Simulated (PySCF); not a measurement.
J couplings in C3H4F4O

Bonds (- single, = double, # triple, : aromatic): O1-C2 1.391 Å, C2-C3 1.513 Å, C3-F4 1.376 Å, C3-C5 1.524 Å, C5-F6 1.335 Å, C5-F7 1.327 Å, C5-F8 1.334 Å. O1 carries H9; C2 carries H10, H11; C3 carries H12. Stereochemistry as in OC[C@@H](F)C(F)(F)F. H10 is pro-R; H11 is pro-S.

Method: B3LYP/pcJ-1 (spin–dipole term only in couplings to heteroatoms)//PBE0-D3(BJ)/def2-SVP, PySCF; isolated molecule, single conformer, non-relativistic. Couplings are averaged over pairs made equivalent by symmetry, fast rotation or ring inversion, so a value needn't be that of the named pair in this geometry, while other rotamers aren't included; one pair stands for each set, and the list holds a selection of those of at least 0.8 Hz over up to four bonds, among pairs with at least one C or F or H atom (others weren't computed). One-bond C–F couplings come out tens of Hz too large with common functionals.

Isotopes: 13C, 19F, 1H, 17O. Couplings to quadrupolar nuclei such as 17O and 33S are rarely resolved in practice.

| pair | bonds | J (Hz) |
| --- | --- | --- |
| O1, C2 | 1 | 22.1 |
| O1, H9 | 1 | -73.2 |
| C2, C3 | 1 | 40.1 |
| C2, H10 | 1 | 149.8 |
| C2, H11 | 1 | 148.5 |
| C3, F4 | 1 | ? |
| C3, C5 | 1 | 71.5 |
| C3, H12 | 1 | 155.2 |
| C5, F6 | 1 | ? |
| O1, H10 | 2 | -14.4 |
| O1, H11 | 2 | ? |
| C2, F4 | 2 | 20.5 |
| C3, F6 | 2 | 34.5 |
| C3, H11 | 2 | -4.0 |
| F4, H12 | 2 | 51.5 |
| F6, F7 | 2 | 65.6 |
| H10, H11 | 2 | -15.2 |
| O1, H12 | 3 | ? |
| F4, H10 | 3 | ? |
| C5, H10 | 3 | ? |
| F6, H12 | 3 | 6.2 |
| H10, H12 | 3 | 1.1 |
| O1, F6 | 4 | ? |
| F4, H9 | 4 | -1.0 |
| F6, H10 | 4 | ? |
| F6, H11 | 4 | 3.2 |

Estimate the withheld couplings, with signs.

## Answers


- 1J(C3,F4) = -231.6 Hz (bond length 1.376 Å)
- 1J(C5,F6) = -348.8 Hz (mean over equivalent pairs that range from -358.7 to -340.5 Hz in this conformer)
- 2J(O1,H11) = -3.3 Hz (angle at C2 113°)
- 3J(O1,H12) = -2.0 Hz (dihedral angle 180°)
- 3J(F4,H10) = 37.9 Hz (dihedral angle 179°)
- 3J(C5,H10) = 0.8 Hz (dihedral angle 61°)
- 4J(O1,F6) = -1.3 Hz (mean over equivalent pairs that range from -3.8 to 0.2 Hz in this conformer)
- 4J(F6,H10) = 1.0 Hz (mean over equivalent pairs that range from -1.7 to 4.2 Hz in this conformer)
